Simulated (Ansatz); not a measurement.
Frontier orbitals of `[CH3][SnH]([F])[I]`.

The species carries charge 0 and has multiplicity 1. Correlated methods include outer-core shells of I, Sn, which these sets cover unevenly. Sn, I takes the def2 core potential. The geometry is a stationary point of PBE0-D4/def2-TZVP. Basis def2-TZVPP, Ansatz.

| functional | HOMO (eV) | LUMO (eV) | gap (eV) |
| --- | --- | --- | --- |
| PBE | -6.59 | -2.24 | 4.35 |
| revPBE | -6.53 | -2.15 | 4.38 |
| B97M-V | -6.91 | -1.94 | 4.97 |
| PBE0 | -7.74 | -1.39 | 6.35 |
| r2SCANh | -7.31 | -1.71 | 5.60 |
| r2SCAN0 | -7.93 | -1.26 | 6.67 |
| ωB97M-V | -9.86 | 0.47 | 10.33 |

From PBE to PBE0 the HOMO moves by −1.15 eV and the LUMO by +0.86 eV, and with ωB97M-V by −3.27 and +2.71 eV, so the gap grows from 4.34 to 10.33 eV with exact exchange. A positive LUMO is unbound and depends on the basis.
